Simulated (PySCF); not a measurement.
Ge2H4NO, BGeH5NO, C2H6BGe, AlGeH2O2 (calculated)

All values are calculated (PySCF 2.14.0). Calculation on a computer-drawn molecule: optimised geometry and harmonic frequencies of an isolated molecule of the commonest isotopes, restricted reference for singlets and unrestricted otherwise, frozen core in MP2; on germanium a core potential holds 10 electrons, which the energies leave out, and 3d is frozen in MP2 and coupled-cluster steps.

Common to all runs: method HF; basis and core potential on germanium cc-pVDZ-PP ECP10MDF.

```json
{"entry": 1, "formula": "Ge2H4NO", "start_structure": {"atoms_angstrom": [["O", 2.4626, -1.1261, -3.5012], ["Ge", 2.3496, -0.278, -2.0955], ["N", 1.4452, -0.8647, -0.7363], ["Ge", 0.3069, -1.0781, 0.5155], ["H", 2.0294, -1.9917, -3.6688], ["H", 3.3252, 0.9088, -2.1495], ["H", -1.039, -0.2218, 0.5189], ["H", 0.6649, -1.9839, 1.5973]]}, "given": {"charge": 1, "multiplicity": 1, "basis": "cc-pVDZ", "drawn_bonds_atom": [1, 2, 3, 1, 2, 4, 4], "drawn_bonds_other_atom": [2, 3, 4, 5, 6, 7, 8], "drawn_bonds_order": [1, 1, 2, 1, 1, 1, 1]}, "results": {"optimised_atom_element": ["O", "Ge", "N", "Ge", "H", "H", "H", "H"], "optimised_atom_x [angstrom]": [2.512, 2.395, 1.321, 0.3082, 1.954, 3.355, -1.065, 0.7649], "optimised_atom_y [angstrom]": [-1.194, -0.3047, -0.7265, -1.009, -1.953, 0.8458, -0.3812, -1.913], "optimised_atom_z [angstrom]": [-3.519, -2.06, -0.8366, 0.481, -3.654, -2.055, 0.5233, 1.602], "modes_frequency [cm^-1]": [58.29, 80.3, 166.8, 266.1, 414.5, 418.9, 588.7, 666.9, 710.7, 775.6, 840.4, 936.9, 951.9, 1351, 2336, 2349, 2400, 4108], "modes_reduced_mass [dalton]": [5.421, 7.291, 1.108, 7.496, 24.1, 1.264, 1.068, 1.13, 1.068, 1.061, 10.89, 1.071, 1.103, 12.59, 1.014, 1.028, 1.021, 1.068], "rotational_constants [GHz]": [15.71, 0.9106, 0.871], "total_energy [hartree]": -718.1310, "convergence_status_largest_gradient_component [hartree/bohr]": 4.568e-05}}
{"entry": 2, "formula": "BGeH5NO", "start_structure": {"atoms_angstrom": [["B", 0.7429, 3.0249, -1.7485], ["O", 0.6166, 2.4119, -0.6957], ["Ge", -0.0366, 1.1341, 0.3101], ["N", 1.6031, 0.3053, 0.7522], ["H", 1.4137, 4.0524, -1.8133], ["H", 0.199, 2.6708, -2.7234], ["H", -0.2059, 1.9362, 1.6676], ["H", 2.3164, 0.1838, 0.033], ["H", 1.5834, -0.631, 1.383]]}, "given": {"charge": 0, "multiplicity": 2, "basis": "cc-pVDZ", "drawn_bonds_atom": [1, 2, 3, 1, 1, 3, 4, 4], "drawn_bonds_other_atom": [2, 3, 4, 5, 6, 7, 8, 9], "drawn_bonds_order": [1, 1, 1, 1, 1, 1, 1, 1]}, "results": {"optimised_atom_element": ["B", "O", "Ge", "N", "H", "H", "H", "H", "H"], "optimised_atom_x [angstrom]": [0.7012, 1.149, 0.2884, 1.692, 1.434, -0.4179, -0.5831, 2.49, 1.478], "optimised_atom_y [angstrom]": [3.158, 2.051, 0.9715, 0.2553, 3.736, 3.573, 1.847, 0.04037, -0.5436], "optimised_atom_z [angstrom]": [-1.72, -1.109, 0.05324, 0.9867, -2.481, -1.519, 0.9843, 0.4125, 1.558], "modes_frequency [cm^-1]": [37.84, 131.3, 193.1, 252.8, 293.7, 598.3, 608.0, 685.9, 715.0, 749.5, 930.3, 1085, 1142, 1278, 1434, 1684, 2105, 2616, 2692, 3734, 3831], "modes_reduced_mass [dalton]": [2.7, 1.379, 1.806, 1.982, 1.732, 1.419, 4.906, 1.879, 1.189, 1.432, 1.155, 1.427, 1.373, 1.554, 2.589, 1.099, 1.021, 1.057, 1.118, 1.051, 1.095], "rotational_constants [GHz]": [12.91, 3.124, 2.596], "total_energy [hartree]": -450.3252, "spin_squared": 0.7609, "convergence_status_largest_gradient_component [hartree/bohr]": 2.781e-06}}
{"entry": 3, "formula": "C2H6BGe", "start_structure": {"atoms_angstrom": [["C", -1.0804, 1.9782, 2.4569], ["B", -1.1153, 1.8153, 1.0706], ["Ge", -1.409, 1.2037, -0.741], ["C", -2.8923, 2.0105, -1.7649], ["H", -1.247, 1.1194, 3.1552], ["H", -0.7904, 2.7752, 3.0305], ["H", -0.1856, 1.4476, -1.6744], ["H", -2.7188, 3.0188, -1.9566], ["H", -3.0472, 1.5182, -2.7744], ["H", -3.8393, 1.9482, -1.1907]]}, "given": {"charge": 0, "multiplicity": 2, "basis": "cc-pVDZ", "drawn_bonds_atom": [1, 2, 3, 1, 1, 3, 4, 4, 4], "drawn_bonds_other_atom": [2, 3, 4, 5, 6, 7, 8, 9, 10], "drawn_bonds_order": [2, 1, 1, 1, 1, 1, 1, 1, 1]}, "results": {"optimised_atom_element": ["C", "B", "Ge", "C", "H", "H", "H", "H", "H", "H"], "optimised_atom_x [angstrom]": [-1.064, -1.17, -1.381, -2.924, -1.218, -0.8197, -0.09961, -2.764, -3.059, -3.826], "optimised_atom_y [angstrom]": [1.91, 1.738, 1.294, 2.036, 1.091, 2.869, 1.363, 3.096, 1.511, 1.927], "optimised_atom_z [angstrom]": [2.504, 1.129, -0.8226, -1.785, 3.2, 2.952, -1.658, -1.994, -2.731, -1.183], "modes_frequency [cm^-1]": [102.4, 115.8, 213.1, 252.4, 299.8, 374.1, 475.4, 613.8, 698.1, 738.7, 833.6, 850.7, 933.8, 1372, 1382, 1556, 1557, 1623, 2214, 3184, 3274, 3288, 3291, 3368], "modes_reduced_mass [dalton]": [1.407, 1.826, 1.453, 1.558, 2.269, 1.905, 2.395, 4.41, 1.245, 1.403, 1.192, 1.304, 1.203, 1.21, 1.287, 1.055, 1.053, 3.748, 1.02, 1.033, 1.103, 1.061, 1.105, 1.109], "rotational_constants [GHz]": [12.77, 2.33, 2.033], "total_energy [hartree]": -397.2121, "spin_squared": 0.7765, "convergence_status_largest_gradient_component [hartree/bohr]": 3.208e-05}}
{"entry": 4, "formula": "AlGeH2O2", "start_structure": {"atoms_angstrom": [["O", 2.3549, -0.0937, 2.7579], ["Al", 1.4522, -0.8893, 1.7012], ["O", 0.4254, -1.5692, 0.6089], ["Ge", -0.6802, -2.3373, -0.62], ["H", -0.9908, -3.79, 0.1558], ["H", -1.9379, -1.4353, -0.497]]}, "given": {"charge": 0, "multiplicity": 2, "basis": "cc-pV(D+d)Z", "drawn_bonds_atom": [1, 2, 3, 4, 4], "drawn_bonds_other_atom": [2, 3, 4, 5, 6], "drawn_bonds_order": [2, 1, 1, 1, 1]}, "results": {"optimised_atom_element": ["O", "Al", "O", "Ge", "H", "H"], "optimised_atom_x [angstrom]": [2.444, 1.429, 0.3751, -0.6883, -0.9867, -1.95], "optimised_atom_y [angstrom]": [-0.1212, -0.8273, -1.563, -2.354, -3.762, -1.487], "optimised_atom_z [angstrom]": [2.708, 1.732, 0.7093, -0.4873, 0.04644, -0.6011], "modes_frequency [cm^-1]": [58.9, 62.24, 259.3, 261.2, 385.8, 694.3, 781.3, 910.2, 1007, 1283, 2178, 2205], "modes_reduced_mass [dalton]": [7.646, 11.82, 14.75, 17.56, 23.4, 1.102, 1.097, 1.061, 9.495, 18.68, 1.015, 1.027], "rotational_constants [GHz]": [116.6, 1.069, 1.064], "total_energy [hartree]": -686.2054, "spin_squared": 0.7538, "convergence_status_largest_gradient_component [hartree/bohr]": 1.563e-05}}
```
